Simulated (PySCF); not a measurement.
Computed IR spectrum (relative IR intensity) of a molecule C₂H₆OSi₂. Geometry optimised at B3LYP-D3(BJ)/def2-SVP. One conformer was computed; it need not be the lowest. These are B3LYP-D3(BJ)/def2-SVP run with PySCF values and carry that method's errors. Frequencies are harmonic and unscaled.

Lines under 2 % of the strongest are left out, and lines within 2 cm⁻¹ are merged.

ν (cm⁻¹): 289 (w), 314 (m), 408 (w), 662 (w), 731 (m), 751 (m), 781 (m), 810 (w), 888 (vs), 902 (w), 961 (m), 1278 (w), 2190 (m), 2197 (m), 2236 (m), 3114 (vw), 3135 (w), 3868 (m) (against the strongest line: vs over 80 %, s over 45 %, m over 15 %, w over 4 %, vw less)

Which structure fits?
A) O[Si@@H]1C=C[SiH2]1
B) C#C[SiH2][SiH2]O
C) O=C1[SiH2]C[SiH2]1
D) [SiH3]C1=C[SiH2]O1

A, O[Si@@H]1C=C[SiH2]1
